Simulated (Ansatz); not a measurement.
Molecule: sum formula BN2H4 (charge 0, doublet). It need not be the lowest isomer of its formula. SMILES: N[B]N
Structure (B3LYP-D3(BJ)/def2-TZVP (Ansatz, a program for electronic structure) minimum search):
```
B
N 1 1.3992
H 2 1.0035 1 122.57
H 2 1.0116 3 113.35 1 -180.00
N 1 1.3992 2 127.78 3 -180.00
H 5 1.0035 1 122.57 2 -180.00
H 5 1.0116 6 113.35 1 -180.00
```
Charge 0, spin multiplicity 2.

Wanted: atomisation energy (electronic, to ground-state atoms), in kJ/mol. Cores are frozen in the correlated levels unless marked. Open shells are spin-unrestricted. Spin-orbit coupling is left out. Non-relativistic unless marked X2C. The coupled-cluster limit lacks core correlation, which all-electron functionals hold. CBS marks a two-point X^-3 extrapolation of the correlation energy; Hartree-Fock from the larger set (for Q and 5 zeta extrapolated as (X+1)exp(-9√X)).

| level | program | atomisation energy (kJ/mol) |
|---|---|---|
| BLYP-D4/def2-TZVPD | Ansatz + dftd4 | ? |
| r2SCANh-D4/def2-TZVPD | Ansatz + dftd4 | 2479.5 |
| r2SCAN0-D4/def2-TZVPD | Ansatz + dftd4 | 2451.7 |
| CAM-B3LYP-D4/def2-TZVPD | Ansatz + dftd4 | 2528.8 |
| LC-wPBE-D4/def2-TZVPD | Ansatz + dftd4 | 2510.0 |
| B2PLYP-D3(BJ)/def2-TZVPD | Ansatz + dftd3 | 2478.1 |
| B2PLYP-D4/def2-TZVPD | Ansatz + dftd4 | 2476.7 |
| SCS-MP2/cc-pVTZ | Ansatz | 2437.5 |
| SCS-MP2/aug-cc-pVQZ | Ansatz | 2506.8 |
| CCSD/STO-3G | Ansatz | 2172.3 |
| CCSD/cc-pV5Z | Ansatz | 2416.7 |
| X2C-CCSD(T)/cc-pVTZ-DK | Ansatz | 2387.6 |
| CCSD(T) with core electrons/cc-pwCVTZ | Ansatz | 2405.8 |
| CCSD(T)/CBS(cc-pVQZ,cc-pV5Z) | Ansatz | ? |

Task: Some entries are withheld; supply them.

Result: 
- BLYP-D4/def2-TZVPD, atomisation energy (kJ/mol): 2532.8
- CCSD(T)/CBS(cc-pVQZ,cc-pV5Z), atomisation energy (kJ/mol): 2472.6
